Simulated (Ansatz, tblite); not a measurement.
Cost and result up the ladder for H2W2⁺ (4 atoms). Charge 1, multiplicity 2. Geometry: PBE-D4/def2-TZVP.

```xyz
4

W     0.813    0.401    0.572
W    -0.812   -0.399   -0.571
H    -1.902    0.078    0.639
H     1.900   -0.081   -0.640
```

Ansatz on 4 threads of Intel Xeon Platinum 8488C on a shared host; xTB runs through tblite on one thread. Times are rough, summed over both states, and most runs start from the orbitals of an earlier one. No level here is sound enough to serve as a yardstick. The other state is a quartet at its own geometry.

In the def2 sets W takes a core potential; there is no spin–orbit coupling. The xTB rows come from tblite. Correlated methods freeze no core orbitals; core or outer-core shells of W are correlated, in sets that lack core-valence functions. The structure comes from a short search, and lower isomers may exist.

Run but left out: HF/def2-TZVP, HF/def2-TZVPP, r2SCAN-D4/def2-TZVP, r2SCANh-D4/def2-TZVP, PBE0-D4/def2-TZVP, CAM-B3LYP-D4/def2-TZVP, ωB97M-V/def2-TZVP, B2PLYP/def2-TZVP, MP2/def2-TZVP, MP2/def2-TZVPP, CCSD/def2-TZVPP, CCSD(T)/def2-TZVPP (doublet: ⟨S²⟩ 1.39 to 2.80, where a pure state has 0.75).

Correlated methods converge slowly with the basis.

xTB has no spin-polarisation term.

```
            level  functions  wall time  quartet − doublet (eV)                                  remarks
         GFN1-xTB         22    0.004 s                   -2.84                                        –
         GFN2-xTB         20    0.008 s                   -1.42                                        –
 PBE-D4/def2-TZVP         92      2.1 s                    0.59  spin-contaminated (⟨S²⟩ 0.93) (doublet)
RPA@PBE/def2-TZVP         92      3.1 s                    0.65  spin-contaminated (⟨S²⟩ 0.93) (doublet)
BLYP-D4/def2-TZVP         92      3.5 s                    0.67                                        –
```
